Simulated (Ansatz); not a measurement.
CH7NSi2 (`N[SiH]1C[SiH2]1`). Charge 0, multiplicity 1.

```xyz
11

N     1.158    0.250   -1.622
Si   -0.060   -0.493   -0.676
C     0.209   -0.481    1.191
Si   -1.216    0.727    0.811
H     0.910    0.918   -2.332
H     2.014   -0.231   -1.846
H    -0.622   -1.776   -1.175
H     1.126   -0.019    1.551
H    -0.033   -1.383    1.751
H    -2.561    0.329    1.292
H    -0.925    2.160    1.055
```

Problem. What are the harmonic wavenumbers in cm⁻¹ at PBE0-D4/def2-TZVP (Ansatz, finite differences of forces, unscaled)? (An estimate is asked.)

Solution. The calculation gave: 131, 139, 236, 308, 387, 434, 471, 508, 605, 647, 710, 750, 802, 853, 863, 882, 916, 932, 1355, 1578, 2200, 2230, 2250, 3114, 3192, 3605, 3703.

Problem. Is this a minimum?

Solution. Yes, all 27 modes are real.

Problem. Give the ideal-gas thermochemistry at 298.15 K and 1 bar (rigid rotor, harmonic oscillator; point group C1, symmetry number 1).

Solution. Zero-point energy 202.2 kJ/mol; H(298) − E = 223.1 kJ/mol; entropy 334.3 J/(mol·K), of which translation 164.9, rotation 108.7, vibration 60.7; G(298) − E = 123.4 kJ/mol.

Problem. And at 400, 500, 600, 800 and 1000 K?

Solution. 
```json
{"T (K)": "400", "H − E (kJ/mol)": "236.1", "S (J/mol/K)": "371.6", "G − E (kJ/mol)": "87.4"}
{"T (K)": "500", "H − E (kJ/mol)": "250.8", "S (J/mol/K)": "404.5", "G − E (kJ/mol)": "48.6"}
{"T (K)": "600", "H − E (kJ/mol)": "267.1", "S (J/mol/K)": "434.0", "G − E (kJ/mol)": "6.7"}
{"T (K)": "800", "H − E (kJ/mol)": "302.8", "S (J/mol/K)": "485.3", "G − E (kJ/mol)": "-85.4"}
{"T (K)": "1000", "H − E (kJ/mol)": "341.8", "S (J/mol/K)": "528.8", "G − E (kJ/mol)": "-186.9"}
```
